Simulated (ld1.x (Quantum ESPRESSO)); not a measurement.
## Pd: excitation energies, all-electron against RRKJ

Pd (Z = 46), norm-conserving RRKJ (Kleinman–Bylander form), made with ld1.x (Quantum ESPRESSO) 7.5 (LDA (PZ), scalar-relativistic). Core [Kr], reference 4d9 5s1 5p0. Waves: 5p (bound, empty): rc 3.98 bohr; 4d (bound): rc 1.75 bohr; 5s (bound): rc 2.15 bohr. Local part: the s channel. Core correction: none. rho0 = 0.01.

Energies are relative to the spin-unpolarised reference configuration 4d9 5s1 5p0; without spin polarisation the order of configurations can differ from experiment. Spin-polarised rows fill each open shell by Hund’s rule, majority spin first.

```
       valence configuration  charge  ΔE all-electron (eV)  error AE − PS (meV)
                4d10 5s0 5p0       0                -1.436                  -78
                 4d9 5s0 5p0      +1                 7.953                 -3.1
                 4d8 5s0 5p0      +2                29.034                  -76
                 4d7 5s0 5p0      +3                63.629                 -451
                 4d6 5s0 5p0      +4               113.182                -1186
               4d9.5 5s0 5p0    +0.5                 1.934                  -34
4d9 5s1 5p0 (spin-polarised)       0                -0.377                 +108
```

Task: What are ΔE and the potential's error for 4d9 5s0 5p0 (spin-polarised)?

Result: ΔE = 7.809 eV all-electron; the error (AE − PS) is +94 meV.

Task: What are ΔE and the potential's error for 4d9 5s0 5p1?

Result: ΔE = 3.882 eV all-electron; the error (AE − PS) is +0.1 meV.

Levels in the configuration 4d9 5s0 5p1:

```
level  all-electron (eV)  pseudo (eV)
   4d             -8.695       -8.688
   5p             -1.868       -1.868
```
